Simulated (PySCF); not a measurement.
**ZrCl₂, singlet: computed properties**

Method: PySCF, B3LYP, basis Zr def2-TZVP with ECP28, Cl def2-TZVP (scalar-relativistic core potentials, no spin–orbit coupling, density fitting).

The structure is a minimum.

Z-matrix (Å, degrees; charge 0 multiplicity 1):
```
Zr
Cl 1 2.3177
Cl 1 2.3177 2 131.15
```

* Point group: C2v
* Bond lengths: Zr–Cl 2.318 Å (×2)
* Bond angles: Cl–Zr–Cl 131.1°
* Zero-point energy: 5.2 kJ/mol
* Lowest empty level: -3.62 eV
* Entropy at 298.15 K and 1 bar: 304.2 J/(mol K)
* Atomisation energy without zero-point energy: 899 kJ/mol
* Dipole moment: 1.40 D
* Principal polarisabilities: 94.4, 95.1, 100.2 bohr³
* Enthalpy at 298.15 K above 0 K: 13.66 kJ/mol
* Principal quadrupole moments (Buckingham, traceless) about the centre of mass: -4.66, 0.54, 4.12 D Å
* Rotational constants: 0.4665, 0.05413, 0.0485 cm⁻¹
* Highest occupied level: -5.33 eV
* Heat capacity Cp at 298.15 K: 53.8 J/(mol K)
* Rotational symmetry number: 2

Harmonic modes (masses in u: Zr 89.905, Cl 34.969):
| symmetry | ω (cm⁻¹) | IR (km/mol) | type |
| --- | --- | --- | --- |
| a1 | 64 | 1.7 | bend |
| a1 | 382 | 16.4 | stretch |
| b2 | 418 | 87.9 | stretch |

In C2v the vibrations span 2a1 + b2. Here b1 is antisymmetric to the molecular plane and b2 lies in it.

Charges (e):
```tsv
atom	Mulliken	Löwdin	polar tensor	Mayer order to Zr1
Zr1	0.68	-0.20	0.93	–
Cl2,3	-0.34	0.10	-0.46	1.20
```

Mulliken populations on Zr1 (electrons outside its core potential): s 3.20, p 6.22, d 1.86, f 0.04.

Outer orbital energies (eV). occupied: -22.09, -10.92, -10.31, -9.80, -9.72, -9.55, -9.45, -5.33; empty: -3.62, -3.61, -2.62, -2.50.

This need not be the most stable arrangement of these atoms. At this level a broken-symmetry Ms = 0 minimum of C2v symmetry lies 42 kJ/mol below this structure. At the minimum of this search the closed-shell solution is unstable towards spin polarisation, so a lower open-shell solution exists.

The final relaxation and frequency run took 36 s on 2 threads of a shared Arm Neoverse V1 host, with 114 basis functions and 12 gradients; the process peaked at 1 GiB.
